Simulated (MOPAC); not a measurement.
Input for MOPAC: PM7 on CH5BeN (SMILES [CH3][Be][NH2]), a point of a bond scan (R = 2.015 Å).

```
PM7 1SCF PRECISE CHARGE=0 THREADS=1
CH5BeN

Be    -0.05338971 1    -0.02644051 1     0.04849133 1
C      1.12094596 1     0.43700284 1    -1.06892021 1
H      2.03930215 1    -0.15003544 1    -0.97439473 1
H      1.40420627 1     1.48665163 1    -0.93499189 1
H      0.77510618 1     0.33497700 1    -2.10183487 1
N     -1.10234757 1    -0.43074027 1     1.05075998 1
H     -1.93163985 1    -2.26210065 1     1.19281222 1
H     -1.49730479 1     0.17375412 1     1.75367146 1
```

The log:

```
*******************************************************************************
 **                                                                           **
 **                              MOPAC v23.2.5                                **
 **                                                                           **
 *******************************************************************************
 ** MOPAC's Digital Object Identifier: https://doi.org/10.5281/zenodo.6511958 **
 **                                                                           **
 ** Please cite the open-source release paper for use of this MOPAC version:  **
 ** J. E. Moussa and J. J. P. Stewart (2026)                                  **
 ** MOPAC: An open-source semiempirical molecular orbital program             **
 ** J. Open Source Softw., 11(119), 8025, https://doi.org/10.21105/joss.08025 **
 *******************************************************************************

                              PM7 CALCULATION RESULTS

 *******************************************************************************
 *  PM7        - The PM7 Hamiltonian to be used
 *
 *
 *
 *                 CHARGE ON SYSTEM = 0
 *
 *
 *
 *  PRECISE    - TIGHTER CRITERIA TO BE USED
 *  1SCF       - DO 1 SCF AND THEN STOP
 *  THREADS=1  - MULTI-THREADING NOT USED
 *  T=         - A TIME OF 172800.0 SECONDS REQUESTED
 *  DUMP=N     - RESTART FILE WRITTEN EVERY 7200.0 SECONDS REQUESTED
 *******************************************************************************
PM7 1SCF PRECISE CHARGE=0 THREADS=1
 CH5BeN

   ATOM   CHEMICAL          X               Y               Z
  NUMBER   SYMBOL      (ANGSTROMS)     (ANGSTROMS)     (ANGSTROMS)

     1      Be         -0.05338971  *  -0.02644051  *   0.04849133  *
     2       C          1.12094596  *   0.43700284  *  -1.06892021  *
     3       H          2.03930215  *  -0.15003544  *  -0.97439473  *
     4       H          1.40420627  *   1.48665163  *  -0.93499189  *
     5       H          0.77510618  *   0.33497700  *  -2.10183487  *
     6       N         -1.10234757  *  -0.43074027  *   1.05075998  *
     7       H         -1.93163985  *  -2.26210065  *   1.19281222  *
     8       H         -1.49730479  *   0.17375412  *   1.75367146  *



          CARTESIAN COORDINATES

    NO.       ATOM           X           Y           Z

     1        Be         -0.0534     -0.0264      0.0485
     2         C          1.1209      0.4370     -1.0689
     3         H          2.0393     -0.1500     -0.9744
     4         H          1.4042      1.4867     -0.9350
     5         H          0.7751      0.3350     -2.1018
     6         N         -1.1023     -0.4307      1.0508
     7         H         -1.9316     -2.2621      1.1928
     8         H         -1.4973      0.1738      1.7537

 General Reference for PM7:
 "Optimization of Parameters for Semiempirical Methods VI: More Modifications to the
 NDDO Approximations and Re-optimization of Parameters", J. J. P. Stewart, J. Mol. Mod., 1:32, 19 (2013)
 https://link.springer.com/article/10.1007/s00894-012-1667-x

           Empirical Formula: C H5 N Be  =     8 atoms



      MOLECULAR POINT GROUP   :   Cs


      RHF CALCULATION, NO. OF DOUBLY OCCUPIED LEVELS = 8


 -------------------------------------------------------------------------------
 PM7 1SCF PRECISE CHARGE=0 THREADS=1
 CH5BeN



     1SCF WAS SPECIFIED, SO BFGS WAS NOT USED
     SCF FIELD WAS ACHIEVED


                              PM7 CALCULATION
                                                       MOPAC v23.2.5 Linux




          FINAL HEAT OF FORMATION =         95.72089 KCAL/MOL =     400.49619 KJ/MOL


          COSMO AREA              =        102.48 SQUARE ANGSTROMS
          COSMO VOLUME            =         82.57 CUBIC ANGSTROMS

          IONIZATION POTENTIAL    =          8.481255 EV
          HOMO LUMO ENERGIES (EV) =         -8.481 -1.010
          NO. OF FILLED LEVELS    =          8
          MOLECULAR WEIGHT        =         40.0694         POINT GROUP:  Cs

          MOLECULAR DIMENSIONS (Angstroms)

            Atom       Atom       Distance
            H     7    H     4     5.45056
            H     8    H     5     3.31875
            H     3    H     5     1.69876


          SCF CALCULATIONS        =          1





   ATOM   CHEMICAL          X               Y               Z
  NUMBER   SYMBOL      (ANGSTROMS)     (ANGSTROMS)     (ANGSTROMS)

     1      Be         -0.05338971  *  -0.02644051  *   0.04849133  *
     2       C          1.12094596  *   0.43700284  *  -1.06892021  *
     3       H          2.03930215  *  -0.15003544  *  -0.97439473  *
     4       H          1.40420627  *   1.48665163  *  -0.93499189  *
     5       H          0.77510618  *   0.33497700  *  -2.10183487  *
     6       N         -1.10234757  *  -0.43074027  *   1.05075998  *
     7       H         -1.93163985  *  -2.26210065  *   1.19281222  *
     8       H         -1.49730479  *   0.17375412  *   1.75367146  *

                             CARTESIAN COORDINATES

   1   Be       -0.053389710    -0.026440510     0.048491330
   2    C        1.120945960     0.437002840    -1.068920210
   3    H        2.039302150    -0.150035440    -0.974394730
   4    H        1.404206270     1.486651630    -0.934991890
   5    H        0.775106180     0.334977000    -2.101834870
   6    N       -1.102347570    -0.430740270     1.050759980
   7    H       -1.931639850    -2.262100650     1.192812220
   8    H       -1.497304790     0.173754120     1.753671460


           Empirical Formula: C H5 N Be  =     8 atoms



      MOLECULAR POINT GROUP   :   Cs


                  EIGENVALUES
 -31.02532 -23.05061 -14.21683 -12.80678 -12.75520 -11.08047 -10.28931  -8.48125
  -1.01025   4.59740   4.86058   4.99761   6.69022   6.76903   6.94000   8.12587
   8.74593


              NET ATOMIC CHARGES AND DIPOLE CONTRIBUTIONS

  ATOM NO.   TYPE          CHARGE      No. of ELECS.   s-Pop       p-Pop
    1         Be           0.643438        1.3566     0.58090     0.77567
    2          C          -0.756843        4.7568     1.05973     3.69712
    3          H           0.147047        0.8530     0.85295
    4          H           0.148931        0.8511     0.85107
    5          H           0.147047        0.8530     0.85295
    6          N          -1.050314        6.0503     1.69186     4.35846
    7          H           0.434350        0.5656     0.56565
    8          H           0.286344        0.7137     0.71366
 DIPOLE           X         Y         Z       TOTAL
 POINT-CHG.    -1.776    -2.784     0.794     3.396
 HYBRID        -0.012     0.335     0.157     0.370
 SUM           -1.788    -2.449     0.951     3.178


          ATOMIC ORBITAL ELECTRON POPULATIONS

     Atom    s        px        py        pz
    1 Be   0.58090   0.35288   0.09729   0.32550
    2  C   1.05973   1.25673   1.19235   1.24804
    3  H   0.85295
    4  H   0.85107
    5  H   0.85295
    6  N   1.69186   1.58219   1.26994   1.50633
    7  H   0.56565
    8  H   0.71366

 **********************
 *                    *
 * JOB ENDED NORMALLY *
 *                    *
 **********************




 == MOPAC DONE ==
```

The run finished.

Cost: very roughly 0.03 core-seconds.
